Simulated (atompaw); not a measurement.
## u(r) = r·R(r): atom against pseudo-atom (promethium (Pm))

Columns: radius, all-electron u(r) and pseudo u(r) of the 6s shell (level -3.68 eV) of promethium in the configuration [Kr] 4d10 4f5 5s2 5p6 5d0 6s2 6p0; LDA (PW92), scalar-relativistic, PAW (atompaw) scheme, atompaw 4.2.0.5.

```
r (bohr)  all-electron   pseudo
   0.115       -0.0064  -0.0636
   0.231       -0.0863  -0.1249
   0.346        0.0774  -0.1801
   0.462        0.1559  -0.2278
   0.577        0.1041  -0.2651
   0.692       -0.0073  -0.2907
   0.808       -0.1196  -0.3036
   0.923       -0.2011  -0.3031
   1.038       -0.2446  -0.2895
   1.154       -0.2525  -0.2629
   1.269       -0.2315  -0.2252
   1.385       -0.1892  -0.1772
   1.500       -0.1334  -0.1219
   1.615       -0.0695  -0.0610
   1.731       -0.0015   0.0036
   1.846        0.0660   0.0686
   1.962        0.1318   0.1328
   2.077        0.1933   0.1936
   2.192        0.2501   0.2501
   2.308        0.3018   0.3018
   2.423        0.3476   0.3476
   2.538        0.3878   0.3878
   2.654        0.4228   0.4228
   2.769        0.4524   0.4524
   2.885        0.4774   0.4774
   3.000        0.4977   0.4977
```

Problem. How many radial nodes do the two functions have?

Solution. The all-electron 6s function has n − l − 1 = 5 (the table is too coarse to show those close to the nucleus); the pseudo-wave has 1, since 1 lower shell of the same l stays in the valence.

Problem. At about which radius was the pseudo-wave matched?

Solution. 2.40 bohr. The columns agree to 0.0005 from 2.08 bohr on; several derivatives are matched, so the curves merge somewhat inside the radius.

Problem. Is the pseudo-wave norm-conserving?

Solution. No, it belongs to a PAW set: the norm inside the radius is not constrained, and the difference is carried by the augmentation charge.
